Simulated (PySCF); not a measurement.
A calculated (M06-2X, PySCF 2.14, aug-cc-pVTZ-DK, scalar relativity by spin-free X2C-1e) atom or ion has these occupied shells.

| shell | electrons | orbital energy (eV) | rms radius, mean of both spins (bohr) |
| --- | --- | --- | --- |
| 1s β | 1 | -11085.0 | 0.0542 |
| 1s α | 1 | -11085.0 | 0.0542 |
| 2s β | 1 | -1431.5 | 0.228 |
| 2s α | 1 | -1431.4 | 0.228 |
| 2p β | 3 | -1255.9 | 0.203 |
| 2p α | 3 | -1255.9 | 0.203 |
| 3s β | 1 | -204.74 | 0.671 |
| 3s α | 1 | -204.41 | 0.671 |
| 3p β | 3 | -150.19 | 0.700 |
| 3p α | 3 | -150.11 | 0.700 |
| 3d β | 5 | -59.224 | 0.811 |
| 3d α | 5 | -59.122 | 0.811 |
| 4s β | 1 | -31.761 | 2.09 |
| 4p α | 1 | -22.459 | 2.52 |

Name the element and its charge.

Ge²⁺ (germanium, charge +2), in [Ar] 3d10 4s1 4p1, 4s spin antiparallel (an excited configuration).
